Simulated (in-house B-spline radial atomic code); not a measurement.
Results of a calculation; reference values are marked as such.
Ghost states of the separable form: K

K, [Ar] 4s1, non-relativistic PBE, spherical and spin-unpolarised, from an all-electron radial atomic-structure program (B-spline basis) (atomic units; all potentials screened as in the neutral atom).

Troullier-Martins channels: 4s (ε = -0.0849, r_c = 3.215 bohr), 3p (ε = -0.6926, r_c = 0.95 bohr). In the Kleinman-Bylander form one channel serves as the local potential, and each other channel l becomes |δV u><u δV|/<u|δV|u>, with δV = V_l − V_local and u the pseudo-orbital. Its strength is E_KB = <u|δV²|u>/<u|δV|u>. By the analysis of Gonze, Stumpf and Scheffler a spurious state lies below the reference level ε if E_KB > 0 and ε is above the second level of the local potential alone, or if E_KB < 0 and ε is above its first. The table's levels are those of angular momentum l in a sphere of 9 bohr, whose wall can lift a shallow ε a little above its free-atom value.

```csv
local,channel,<u δV u>,<u δV² u>,ε,first local level,second local level
s,p,-2.4204,8.1848,-0.6926,-0.0093,0.2497
p,s,0.061226,0.09875,-0.0745,-2.7250,-0.3204
```

Problem. Apply the rule to each row.

Solution. Local s, channel p: E_KB = -3.38, so ε = -0.6926 is set against -0.0093: no ghost. Local p, channel s: E_KB = +1.61, so ε = -0.0745 is set against -0.3204: a ghost.

Diagonalising the separable Hamiltonian gives:

```
local  channel       three lowest levels  all-electron, two lowest valence levels
    s        p   -0.6927, 0.0154, 0.3126                          -0.6926, 0.0020
    p        s  -1.8918, -0.0745, 0.1729                          -0.0745, 0.1767
```

Problem. Which choices of local channel are safe?

Solution. Free of ghosts: s. With p local the s channel has a ghost 1.82 hartree below ε, since the local potential binds more than one state below ε, and a repulsive term of rank one raises each level at most to the next, so it clears only one of them. Among the safe choices the second level, which tests transfer, is off by at most 13.4 millihartree (s local).
